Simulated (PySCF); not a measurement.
H2Se, SMILES [SeH2]. Geometry optimised at PBE-D3(BJ)/def2-TZVPD.

Computed equilibrium geometry at PBE-D3(BJ)/def2-TZVPD (PySCF confirms it by a frequency run) as Cartesian coordinates in Å, and its point group:
point group C2v.
```xyz
3

Se     0.0000     0.0000     0.0579
H      0.0000    -1.0514    -0.9839
H      0.0000     1.0514    -0.9839
```
